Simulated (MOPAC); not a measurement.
Input file for MOPAC: AM1 on GaH3S (SMILES [SH][GaH2]), a point of a torsion scan.

```
AM1 1SCF PRECISE CHARGE=0 THREADS=1
GaH3S

S      1.50618242 1    -0.63519444 1     0.48743330 1
Ga    -0.64202125 1    -0.20873705 1     0.20168933 1
H      1.85244785 1     0.27891692 1    -0.41904614 1
H     -1.17219430 1     0.28792486 1    -1.19126394 1
H     -1.71430806 1    -0.44463113 1     1.31749819 1
```

Program output:

```
*******************************************************************************
 **                                                                           **
 **                              MOPAC v23.2.5                                **
 **                                                                           **
 *******************************************************************************
 ** MOPAC's Digital Object Identifier: https://doi.org/10.5281/zenodo.6511958 **
 **                                                                           **
 ** Please cite the open-source release paper for use of this MOPAC version:  **
 ** J. E. Moussa and J. J. P. Stewart (2026)                                  **
 ** MOPAC: An open-source semiempirical molecular orbital program             **
 ** J. Open Source Softw., 11(119), 8025, https://doi.org/10.21105/joss.08025 **
 *******************************************************************************

                              AM1 CALCULATION RESULTS

 *******************************************************************************
 *  AM1        - The AM1 Hamiltonian to be used
 *
 *
 *
 *                 CHARGE ON SYSTEM = 0
 *
 *
 *
 *  PRECISE    - TIGHTER CRITERIA TO BE USED
 *  1SCF       - DO 1 SCF AND THEN STOP
 *  THREADS=1  - MULTI-THREADING NOT USED
 *  T=         - A TIME OF 172800.0 SECONDS REQUESTED
 *  DUMP=N     - RESTART FILE WRITTEN EVERY 7200.0 SECONDS REQUESTED
 *******************************************************************************
AM1 1SCF PRECISE CHARGE=0 THREADS=1
 GaH3S

   ATOM   CHEMICAL          X               Y               Z
  NUMBER   SYMBOL      (ANGSTROMS)     (ANGSTROMS)     (ANGSTROMS)

     1       S          1.50618242  *  -0.63519444  *   0.48743330  *
     2      Ga         -0.64202125  *  -0.20873705  *   0.20168933  *
     3       H          1.85244785  *   0.27891692  *  -0.41904614  *
     4       H         -1.17219430  *   0.28792486  *  -1.19126394  *
     5       H         -1.71430806  *  -0.44463113  *   1.31749819  *



          CARTESIAN COORDINATES

    NO.       ATOM           X           Y           Z

     1         S          1.5062     -0.6352      0.4874
     2        Ga         -0.6420     -0.2087      0.2017
     3         H          1.8524      0.2789     -0.4190
     4         H         -1.1722      0.2879     -1.1913
     5         H         -1.7143     -0.4446      1.3175

  H: (AM1): M.J.S. DEWAR ET AL, J. AM. CHEM. SOC. 107 3902-3909 (1985)
  S: (AM1): M.J.S. DEWAR, Y-C YUAN, INORGANIC CHEMISTRY, 29, 3881:3890,  (1990)
 Ga: (AM1): J. J. P. STEWART, J. MOL. MOD., 10, 155-164 (2004)

           Empirical Formula: H3 S Ga  =     5 atoms



      MOLECULAR POINT GROUP   :   C1


      RHF CALCULATION, NO. OF DOUBLY OCCUPIED LEVELS = 6


 -------------------------------------------------------------------------------
 AM1 1SCF PRECISE CHARGE=0 THREADS=1
 GaH3S



     1SCF WAS SPECIFIED, SO BFGS WAS NOT USED
     SCF FIELD WAS ACHIEVED


                              AM1 CALCULATION
                                                       MOPAC v23.2.5 Linux




          FINAL HEAT OF FORMATION =         19.11988 KCAL/MOL =      79.99759 KJ/MOL


          COSMO AREA              =         95.11 SQUARE ANGSTROMS
          COSMO VOLUME            =         78.95 CUBIC ANGSTROMS

          IONIZATION POTENTIAL    =         10.265021 EV
          HOMO LUMO ENERGIES (EV) =        -10.265 -2.030
          NO. OF FILLED LEVELS    =          6
          MOLECULAR WEIGHT        =        104.8187         POINT GROUP:  C1

          MOLECULAR DIMENSIONS (Angstroms)

            Atom       Atom       Distance
            H     5    H     3     4.03248
            H     4    S     1     2.94143
            H     3    H     4     0.43149


          SCF CALCULATIONS        =          1





   ATOM   CHEMICAL          X               Y               Z
  NUMBER   SYMBOL      (ANGSTROMS)     (ANGSTROMS)     (ANGSTROMS)

     1       S          1.50618242  *  -0.63519444  *   0.48743330  *
     2      Ga         -0.64202125  *  -0.20873705  *   0.20168933  *
     3       H          1.85244785  *   0.27891692  *  -0.41904614  *
     4       H         -1.17219430  *   0.28792486  *  -1.19126394  *
     5       H         -1.71430806  *  -0.44463113  *   1.31749819  *

                             CARTESIAN COORDINATES

   1    S        1.506182420    -0.635194440     0.487433300
   2   Ga       -0.642021250    -0.208737050     0.201689330
   3    H        1.852447850     0.278916920    -0.419046140
   4    H       -1.172194300     0.287924860    -1.191263940
   5    H       -1.714308060    -0.444631130     1.317498190


           Empirical Formula: H3 S Ga  =     5 atoms



      MOLECULAR POINT GROUP   :   C1


                  EIGENVALUES
 -19.17099 -14.72598 -13.09606 -12.24326 -10.58236 -10.26502  -2.03045  -0.97194
   0.36353   1.30217   1.42561


              NET ATOMIC CHARGES AND DIPOLE CONTRIBUTIONS

  ATOM NO.   TYPE          CHARGE      No. of ELECS.   s-Pop       p-Pop
    1          S          -0.210561        6.2106     1.91323     4.29734
    2         Ga           0.137899        2.8621     0.22508     2.63702
    3          H           0.078831        0.9212     0.92117
    4          H          -0.014006        1.0140     1.01401
    5          H           0.007837        0.9922     0.99216
 DIPOLE           X         Y         Z       TOTAL
 POINT-CHG.    -1.233     0.574    -0.388     1.414
 HYBRID        -0.054     0.657    -0.808     1.043
 SUM           -1.286     1.230    -1.197     2.145


          ATOMIC ORBITAL ELECTRON POPULATIONS

     Atom    s        px        py        pz
    1  S   1.91323   1.55629   1.34656   1.39449
    2 Ga   0.22508   1.08107   0.49459   1.06136
    3  H   0.92117
    4  H   1.01401
    5  H   0.99216

 **********************
 *                    *
 * JOB ENDED NORMALLY *
 *                    *
 **********************




 == MOPAC DONE ==
```

The run finished.

Cost: about 0.03 core-seconds (a rough figure).
